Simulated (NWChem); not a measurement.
# CH₄MgSe; SMILES [CH3][Mg][SeH]

```xyz
7

Mg     0.0093    -1.1716     0.0001
C      0.0186    -3.2585     0.0002
H     -0.8517    -3.6704    -0.5384
H     -0.0080    -3.6683     1.0241
H      0.9221    -3.6609    -0.4887
Se     0.0340     1.2743     0.0000
H     -1.4403     1.2840    -0.0001
```
Atoms are numbered in this order, from 1.

The geometry was optimised at PBE0/def2-SVP. B3LYP is NWChem's, with the RPA form of VWN correlation.

List the 4 lowest vertical singlet excitations from B3LYP/def2-SVP, TDA (NWChem).


```json
[
 {"state": "S1", "energy (eV)": "4.22", "oscillator strength": "0.051", "leading excitation (squared amplitude)": "HOMO → LUMO (0.99)"},
 {"state": "S2", "energy (eV)": "4.73", "oscillator strength": "0.000", "leading excitation (squared amplitude)": "HOMO → LUMO+1 (0.99)"},
 {"state": "S3", "energy (eV)": "5.14", "oscillator strength": "0.071", "leading excitation (squared amplitude)": "HOMO−1 → LUMO (0.52)"},
 {"state": "S4", "energy (eV)": "5.30", "oscillator strength": "0.007", "leading excitation (squared amplitude)": "HOMO−1 → LUMO+1 (0.97)"}
]
```
